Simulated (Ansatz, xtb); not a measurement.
Species: C$_{3}$H$_{3}$N$_{2}$, charge 0, multiplicity 2. It need not be the lowest isomer of its formula. 
Coordinates optimised at B3LYP-D3(BJ)/def2-TZVP (Ansatz, a first-principles code):
SMILES: c1c[c][nH]n1
```xyz
8

C      0.4325     1.0944    -0.0806
C     -0.9035     0.8332     0.0792
C     -0.9283    -0.5799     0.1224
N      0.2817    -1.1179    -0.0002
N      1.1173    -0.0521    -0.1259
H     -1.7180     1.5299     0.1522
H     -1.7837    -1.2265     0.2384
H      2.1044    -0.1996    -0.2342
```
Charge 0, spin multiplicity 2.

Harmonic wavenumbers from GFN2-xTB (xtb, at its own minimum), cm⁻¹: 483, 592, 639, 802, 812, 827, 848, 1037, 1066, 1158, 1192, 1323, 1334, 1380, 1507, 3168, 3207, 3468.

Q: Give the harmonic wavenumbers at B3LYP-D3(BJ)/def2-TZVP (Ansatz, finite differences of forces, unscaled).

A: 440, 576, 677, 772, 888, 889, 917, 1039, 1047, 1164, 1264, 1317, 1374, 1440, 1528, 3237, 3284, 3670 cm⁻¹. Zero-point energy 36.5 kcal/mol.

Q: From these and the geometry, give the ideal-gas thermochemistry at 298.15 K and 1 atm (rigid rotor, harmonic oscillator).

A: Point group Cs, rotational symmetry number 1. Rotational constants 10.8, 9.403, 5.027 GHz. S(trans) 38.53, S(rot) 23.96, S(vib) 2.61, S(elec, spin only) 1.38, S 66.5 cal/(mol K). H(298) - H(0) 2.96 kcal/mol; G - E(el) 19.6 kcal/mol.
